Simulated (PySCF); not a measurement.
Geometries of 2 isomers of C2H2BF3, from PySCF 2.14.0, PBE0-D3(BJ)/def2-SVP geometry optimisation, gas phase. One conformer each, no zero-point energy, no frequencies.

Problem. Which is lower in electronic energy at this level?
A.
```xyz
8
angstrom
B     -1.323   -0.157    0.165
C      0.050    0.490    0.077
F      0.222    1.808    0.271
C      1.184   -0.195   -0.209
F      2.358    0.349   -0.297
F      1.232   -1.472   -0.427
H     -1.429   -1.343   -0.013
H     -2.283    0.529    0.409
```
B.
```xyz
8
angstrom
C     -1.240    0.164   -0.309
C     -0.016   -0.369   -0.351
F      0.253   -1.381   -1.185
B      1.175    0.118    0.532
F      2.364   -0.435    0.450
F      1.005    1.108    1.387
H     -1.443    0.987    0.377
H     -2.046   -0.208   -0.947
```

Solution. B. That is `C=C(B(F)F)F`, 101.3 kcal/mol below the other.

```json
{"SMILES": "C=C(F)B(F)F", "atoms numbered as above": "[CH2:1]=[C:2]([F:3])[B:4]([F:5])[F:6]", "E (Eh)": "-401.18111", "relative (kcal/mol)": "0.0", "relative (kJ/mol)": "0.0", "dipole (D)": "1.71"}
{"SMILES": "BC(F)=C(F)F", "atoms numbered as above": "[BH2:1][C:2]([F:3])=[C:4]([F:5])[F:6]", "E (Eh)": "-401.01973", "relative (kcal/mol)": "101.3", "relative (kJ/mol)": "423.7", "dipole (D)": "1.05"}
```

As drawn, the lower has a B–F bond, which the higher lacks; the higher has two fluorines on one carbon, which the lower lacks.
